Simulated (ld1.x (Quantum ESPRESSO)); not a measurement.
# Before and after: TM potential for Pb

Pb, norm-conserving Troullier–Martins (Kleinman–Bylander form), made with ld1.x (Quantum ESPRESSO) 7.5 (LDA (PZ), scalar-relativistic). Core [Xe] 4f14 5d10, reference 6s1 6p3. Waves: 6s (bound): rc 1.75 bohr; 6p (bound): rc 2.10 bohr; 6d channel at 0.3 Ry: rc 1.90 bohr. Local part: the d channel. Core correction: Bessel-smoothed model core inside 0.95 bohr.

Change: core [Xe] 4f14, valence charge 14; reference 5d10 6s2 6p1; waves now 6s (bound): rc 1.85 bohr; 6p (bound): rc 2.70 bohr; 5f channel at 0.05 Ry: rc 3.00 bohr; 5d (bound): rc 1.10 bohr; core correction none.

Cutoffs: the cutoffs (Ry, on a coarse ladder) from which the occupation-weighted sum of valence levels, in a spherical-Bessel basis at the reference potential, stays within 10 and 1 mRy of its value at 400 Ry; they do not see the model core or the augmentation charge, which bear on the density cutoff. Errors are all-electron minus pseudo energies relative to the spin-unpolarised reference configuration.

**Question.** What does the change do?

**Answer.** The potential gets harder (35 Ry and 50 Ry → 70 Ry and 140 Ry); the bound ghosts move from p, s to f, p, s; the number of tests that count goes from 9 to 8. The added semicore shells are compact, so their waves need more plane waves. Several settings change at once here, so the effects cannot be laid on one of them.

```tsv
quantity	base	changed
cutoff, loose	35 Ry	70 Ry
cutoff, tight	50 Ry	140 Ry
bound ghosts	s, p	f, s, p
tests counted (converged, no solver errors)	9 of 9	8 of 9
```

Changed file: Tests not counted: 5d9 6s2 6p3 (solver errors, printed error -1336 eV). A true bound ghost makes a file unfit for plane-wave use even where its test errors are small: the radial tests pick states by their node count and pass the ghost by. Where a test does run into it, the solver fails or the error is huge.
